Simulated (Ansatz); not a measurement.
Basis-set extrapolation for C$_{7}$H$_{13}$NO (`CN/C=C/C(=O)C(C)C`) (PBE0-D4/def2-TZVP geometry, frozen core, the Gaussian-basis code of Ansatz). Multiplicity 1, RHF reference.

|  | def2-TZVPP | def2-QZVPP |
| --- | --- | --- |
| HF | -402.095849 | -402.114195 |
| MP2 correlation | -1.614915 | -1.721970 |
| CCSD(T) correlation | -1.750582 | not run |

Energies in hartree. Use E(X) = E(∞) + A·exp(−7.88·√X) for Hartree–Fock and E(X) = E(∞) + B·X^(−2.97) for correlation, with X = 3 and 4, and add CCSD(T) minus MP2 of the smaller set to the MP2 limit.

Q: What is the CCSD(T) energy at the basis-set limit?

A: HF limit: -402.114195 + (-0.018346) × 0.13774 = -402.11672. MP2 limit: -1.721970 + (-0.107055) × 0.74074 = -1.80127. Higher-order term: -1.750582 − (-1.614915) = -0.13567. Total: -404.05366 hartree, 5.64 eV below CCSD(T)/def2-TZVPP.
